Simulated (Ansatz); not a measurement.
Basis-set extrapolation for CH₆F₂Si₂, SMILES `F[SiH2]C[SiH2]F` (PBE0-D4/def2-TZVP geometry, frozen core, Ansatz 0.2.0). Multiplicity 1, RHF reference.

|  | def2-TZVPP | def2-QZVPP |
| --- | --- | --- |
| HF | -818.384588 | -818.414970 |
| MP2 correlation | -0.919561 | -0.998748 |
| CCSD(T) correlation | -0.991693 | not run |

Energies in hartree. Use E(X) = E(∞) + A·exp(−7.88·√X) for Hartree–Fock and E(X) = E(∞) + B·X^(−2.97) for correlation, with X = 3 and 4, and add CCSD(T) minus MP2 of the smaller set to the MP2 limit.

Q: What is the CCSD(T) energy at the basis-set limit?

A: HF limit: -818.414970 + (-0.030382) × 0.13774 = -818.41915. MP2 limit: -0.998748 + (-0.079187) × 0.74074 = -1.05740. Higher-order term: -0.991693 − (-0.919561) = -0.07213. Total: -819.54868 hartree, 452.6 kJ/mol below CCSD(T)/def2-TZVPP.
